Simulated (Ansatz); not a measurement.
Start from `[SiH3][O][GeH2][SiH3]` and change one atom or group to get `[OH][GeH2][O][SiH3]`.

Ansatz, PBE0-D4/def2-TZVP geometries, multiplicity 1. Each molecule was computed in one conformer, which needn't be the lowest.

Scalar relativity is left out up to krypton.

```json
{"property": "HOMO energy (PBE0/def2-TZVPP) / eV", "`[SiH3][O][GeH2][SiH3]`": "-8.22"}
{"property": "LUMO energy (PBE/def2-TZVPP) / eV", "`[SiH3][O][GeH2][SiH3]`": "-1.43"}
{"property": "HOMO–LUMO gap (PBE0/def2-TZVPP) / eV", "`[SiH3][O][GeH2][SiH3]`": "7.65"}
{"property": "HOMO energy (PBE/def2-TZVPP) / eV", "`[SiH3][O][GeH2][SiH3]`": "-6.97"}
{"property": "LUMO energy (PBE0/def2-TZVPP) / eV", "`[SiH3][O][GeH2][SiH3]`": "-0.57"}
{"property": "LUMO energy (ωB97M-V/def2-TZVPP) / eV", "`[SiH3][O][GeH2][SiH3]`": "1.20"}
```

Task: Give the same properties after the change, and the shifts. (An estimate is asked.)

Result: Ansatz gave: 
```
                             property  `[OH][GeH2][O][SiH3]`  shift
   HOMO energy (PBE0/def2-TZVPP) / eV                  -8.62  -0.40
    LUMO energy (PBE/def2-TZVPP) / eV                  -0.86   0.57
 HOMO–LUMO gap (PBE0/def2-TZVPP) / eV                   8.65   1.00
    HOMO energy (PBE/def2-TZVPP) / eV                  -7.14  -0.17
   LUMO energy (PBE0/def2-TZVPP) / eV                   0.03   0.60
LUMO energy (ωB97M-V/def2-TZVPP) / eV                   1.71   0.51
```

With PBE0 the HOMO falls by 0.40 eV and the LUMO rises by 0.60 eV, so the gap widens by about 1.00 eV. PBE moves the HOMO by -0.17 eV and ωB97M-V by -0.62 eV.
